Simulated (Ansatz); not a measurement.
C3H5BrSi can be A, `[SiH3]C1=CC1Br`, or B, `C=C1[SiH2]C1Br`.

Program: Ansatz. Geometries: PBE0-D4/def2-TZVP. ΔE: electronic, gas phase. CCSD(T)/CBS adds triple-zeta CCSD(T) − MP2 to the extrapolated MP2 energy (def2 sets, frozen cores). DFT in def2-TZVPP. B3LYP here is the variant with VWN-RPA as its local correlation; programs differ in this. For Br outer-core shells are correlated without core-valence functions, which leaves a few kJ/mol of doubt a bond. Scalar relativity is left out up to krypton.

A:

```xyz
10

Si    0.740   -0.875   -1.270
C    -0.264    0.075   -0.049
C    -1.387    0.391    0.537
C    -0.209    1.019    1.094
Br    0.506    0.410    2.821
H     1.693   -1.731   -0.524
H    -0.154   -1.705   -2.113
H     1.490    0.088   -2.116
H    -2.452    0.255    0.622
H     0.037    2.071    0.998
```

B:

```xyz
10

C    -0.304    1.067    1.377
C     0.094    0.246    0.423
Si    0.522   -1.392   -0.256
C     0.033    0.220   -1.068
Br   -1.649    0.573   -1.946
H    -0.194    0.814    2.426
H    -0.769    2.022    1.143
H     1.924   -1.848   -0.381
H    -0.476   -2.474   -0.139
H     0.819    0.772   -1.580
```

Which is lower in electronic energy at CCSD(T)/CBS, and by how much? (An estimate is asked.)

The calculation gave: B, by 18.9 kJ/mol.

Give E(B) − E(A) in kJ/mol with MP2/def2-TZVPP, B3LYP-D4, B2PLYP, PBE0-D4, CCSD(T)/def2-TZVPP, ωB97M-V, B3LYP. (Estimate.)

The calculation gave: MP2/def2-TZVPP -14.5, B3LYP-D4 -19.1, B2PLYP -16.4, PBE0-D4 -19.7, CCSD(T)/def2-TZVPP -19.2, ωB97M-V -17.9, B3LYP -16.4. None reverses the order clearly.

Largest T1 diagnostic: 0.011.

From PBE to PBE0 (25 % exact exchange), in def2-TZVPP and without D4, E(B) − E(A) moves by +4.2 kJ/mol. In def2-TZVPP, CCSD(T) changes the Hartree–Fock value by −21.0 kJ/mol (the triples alone add −2.7 kJ/mol) and MP2 by −16.3 kJ/mol.
